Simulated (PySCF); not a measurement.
**Working out the ionisation energy of W(2+)**

W(2+) [Xe] 4f14 5d4 (5D) → W(3+) [Xe] 4f14 5d3 (4F). Computed with PySCF 2.14 in def2-TZVPPD with the def2 core potential (60 electrons) (6s5p3d2f1g, 59 functions), with scalar relativity through the core potential. Frozen: 5s2 5p6. Energies in hartree (1 hartree = 27.21139 eV):

```json
{"part": "UHF", "W(2+) (lower)": "-65.553301", "W(3+) (upper)": "-64.646274"}
{"part": "CCSD correlation", "W(2+) (lower)": "-0.035545", "W(3+) (upper)": "-0.015742"}
{"part": "(T)", "W(2+) (lower)": "-0.000341", "W(3+) (upper)": "-0.000057"}
```

Task: What does Hartree-Fock give?

Result: (-64.646274) − (-65.553301) = 0.907027 hartree = 24.681 eV.

Task: What do CCSD and CCSD(T) give?

Result: The CCSD correlation energies differ by 0.019803 hartree = 0.539 eV and the triples by 0.000284 hartree = 0.008 eV, so CCSD gives 25.220 eV and CCSD(T) 25.228 eV.

Reference: 26 ± 0.4 eV (semi-empirical (NIST evaluation); NIST Atomic Spectra Database, ionization energies), between the lowest levels; spin-orbit coupling is absent from the calculation.

What remains against the reference includes basis incompleteness, the frozen core and higher excitations.
